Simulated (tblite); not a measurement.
Species: C7H12N (doublet state).
Z-matrix (Å and degrees, GFN2-xTB geometry), rows numbered from 1:
```
C 
C   1  1.5250
C   2  1.4961  1  111.10
C   3  1.3221  2  125.25  1  -139.40
C   4  1.4960  3  123.08  2    -0.35
C   5  1.5229  4  111.07  3   -15.12
C   6  1.5370  5  110.80  4    48.31
N   7  1.3878  2  109.03  1   -62.59
H   1  1.0863  2  109.83  3   175.41
H   1  1.0884  2  110.15  3   -64.34
H   1  1.0878  2  110.40  3    55.64
H   2  1.0971  1  108.83  3   120.66
H   3  1.0823  2  114.39  1    39.47
H   4  1.0813  3  120.60  2   178.71
H   5  1.0955  4  108.94  3   106.18
H   5  1.0933  4  109.66  3  -137.04
H   6  1.0934  5  109.86  4   -72.28
H   6  1.0925  5  110.16  4   168.68
H   7  1.1000  2  105.31  1    52.72
H   8  1.0189  7  111.54  2   -92.26
```

All values are computed: GFN2-xTB (tblite) harmonic vibrations without scaling, gas phase. This tight-binding method is rough: wavenumbers can miss measured ones by several per cent, in bad cases by 10 to 20. One conformer, not necessarily the lowest. Open shells enter through the occupations alone, without spin polarisation, and single modes of such species can be off by tens of per cent.

Harmonic wavenumbers (cm⁻¹): 76.1, 171.7, 184.3, 214.9, 262.5, 289.7, 370.6, 384.4, 417.8, 496.5, 528.5, 695.3, 725.5, 821.7, 875.5, 907.9, 917.6, 941.1, 993.6, 1009.4, 1046.2, 1082.0, 1107.3, 1115.7, 1123.5, 1173.6, 1184.6, 1200.8, 1226.7, 1253.4, 1268.9, 1277.2, 1316.4, 1331.4, 1343.7, 1351.1, 1401.2, 1467.1, 1481.7, 1483.9, 1495.8, 1726.3, 2866.1, 2897.7, 2927.9, 2961.8, 2962.4, 2976.1, 3022.6, 3035.6, 3046.5, 3057.0, 3067.9, 3320.7.

A = 2872, B = 2093, C = 1311 MHz; mass 110.097 u (most abundant isotopes); point group C1, symmetry number 1; spin multiplicity 2.

Zero-point energy?

Half the sum of the wavenumbers: 37943 cm⁻¹ = 108.48 kcal/mol.

Give the ideal-gas entropy at 298.15 K and 1 bar in the rigid-rotor, harmonic-oscillator model (classical rotation).

Translation 40.03, rotation 28.10, vibration 20.32, spin (R ln 2) 1.38: S = 89.8 cal/(mol K).

And Cp and H(298.15 K) − H(0)?

Cp = 34.49 cal/(mol K), of which vibrations give 26.54 (their classical limit is 54 R = 107.3); H(298.15 K) − H(0) = 5.93 kcal/mol without the zero-point energy, 3.56 from vibrations.

Which modes carry the vibrational entropy at 298.15 K?

76.1 cm⁻¹: 3.99; 171.7 cm⁻¹: 2.42; 184.3 cm⁻¹: 2.28; 214.9 cm⁻¹: 2.00; 262.5 cm⁻¹: 1.65; 289.7 cm⁻¹: 1.48 cal/(mol K); the other 48 give 6.51 together.

How do the functions run with temperature in this model?

| T (K) | S (cal/(mol K)) | Cp (cal/(mol K)) | H − H(0) (kcal/mol) | G − H(0) (kcal/mol) | ln q(vib) |
| --- | --- | --- | --- | --- | --- |
| 100 | 64.8 | 15.1 | 1.06 | -5.42 | 0.67 |
| 200 | 78.2 | 24.5 | 3.05 | -12.60 | 2.32 |
| 300 | 90.0 | 34.7 | 6.00 | -21.02 | 4.25 |
| 500 | 112.7 | 55.0 | 15.04 | -41.31 | 8.53 |
| 800 | 143.4 | 75.3 | 34.85 | -79.84 | 15.30 |
| 1000 | 161.2 | 84.1 | 50.83 | -110.33 | 19.70 |

q(vib) and H(0) count from the zero-point level.

Hindered rotation and anharmonicity are outside this model. Other conformers, if any are populated, would add a mixing term that is left out. The structure is chiral; the term R ln 2 for an equal mix with its mirror image is left out.

Hardware: one thread of an Arm Neoverse V1, on a shared host. Cost: 0.69 s of wall time. The figure is for the frequency step alone.
